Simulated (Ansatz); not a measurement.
A single point on `F[SiH](F)C(F)(F)F`.

```yaml
crystal:
  periodic: [false, false, false]
  atoms:
    - {symbol: F, position_ang: [1.215745, -0.544560, 1.587039]}
    - {symbol: Si, position_ang: [0.202909, -0.846907, 0.417017]}
    - {symbol: F, position_ang: [0.914743, -1.749043, -0.662632]}
    - {symbol: C, position_ang: [-0.219203, 0.829738, -0.424167]}
    - {symbol: F, position_ang: [0.862413, 1.455900, -0.903564]}
    - {symbol: F, position_ang: [-0.816515, 1.663350, 0.444698]}
    - {symbol: F, position_ang: [-1.069143, 0.649373, -1.449678]}
    - {symbol: H, position_ang: [-0.998849, -1.514949, 0.935486]}
basis:
  gaussian: {orbitals: def2-QZVPP}
correlation: {method: mp2}
```

```sh
$ ansatz run in.yaml --threads 4 --pin off --events-out ev --progress --plain --max-ram 10444MiB
```

Shortened log:

```
Functional definition: HF
2771 factors; integrals over basis functions are off by at most 5.9e-4 eV
mean field evaluation 1: about -22444.4857 eV, gradient 5.3e1 eV
mean field evaluation 2: about -22444.6443 eV, gradient 5.3e1 eV
mean field evaluation 4: about -22449.4918 eV, gradient 3.6e0 eV
mean field evaluation 8: about -22449.5504 eV, gradient 2.2e-1 eV
mean field -22449.55065427 eV, -825.0057696926 hartree, gradient 2.3e-6 eV, S^2 0.000000; 0 other end points of the search recorded, 0 dependent functions left out
11 core orbitals not correlated: weight in the atoms' cores, before any rotation towards them, 1.000 or more for the frozen orbitals, at most 0.000 for the correlated occupied ones
reference -22449.55065427 eV, -825.0057696926 hartree; 22, 22 occupied and 409, 409 virtual orbitals, 2771 factors
second order -44.91102679 eV of doubles, -0.00000000 eV of singles
Total energy: -22494.46168106 eV, -826.6562194853 hartree
```

It took 19 s on 4 threads of an Arm Neoverse V2 on a shared host, with 2.4 GiB of host memory at the peak.
